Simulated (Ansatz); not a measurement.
Computed with Ansatz on PBE0-D4/def2-TZVP structures; ΔE is electronic, products minus reactants. CCSD(T)/CBS adds triple-zeta CCSD(T) − MP2 to the extrapolated MP2 energy (def2 sets, frozen cores). This one scheme is used for every species. Functionals use def2-TZVPP. Elements past krypton have def2 core potentials. For W outer-core shells are correlated without core-valence functions, which leaves a few kJ/mol of doubt a bond. Each species was taken in one conformer, which may not be the lowest.

Consider the ligand exchange at a W–O bond: `[NH]=[W](=[NH])([OH])[F]` + H–F → `[NH]=[W](=[NH])([F])[F]` + H₂O.

Question: Is it downhill or uphill in electronic energy at CCSD(T)/CBS, and by how much? (An estimate is asked.)

Answer: Ansatz gave: Downhill: ΔE = -0.23 eV.

Question: What do these levels give: LDA (SPW92), PBE0-D4, B2PLYP, r2SCAN, LC-ωPBE, SCS-MP2/def2-TZVPP? (An estimate is asked.)

Answer: Ansatz gave: LDA (SPW92) -0.24, PBE0-D4 -0.26, B2PLYP -0.28, r2SCAN -0.32, LC-ωPBE -0.32, SCS-MP2/def2-TZVPP -0.24 eV.

Largest T1 diagnostic among the species: 0.020, so the coupled-cluster value is less sure than usual.

In def2-TZVPP, CCSD(T) changes the Hartree–Fock value by +0.09 eV (the triples alone add +0.01 eV) and MP2 by +0.12 eV. From BLYP to BHLYP (50 % exact exchange), in def2-TZVPP and without D4, ΔE moves by +0.05 eV.
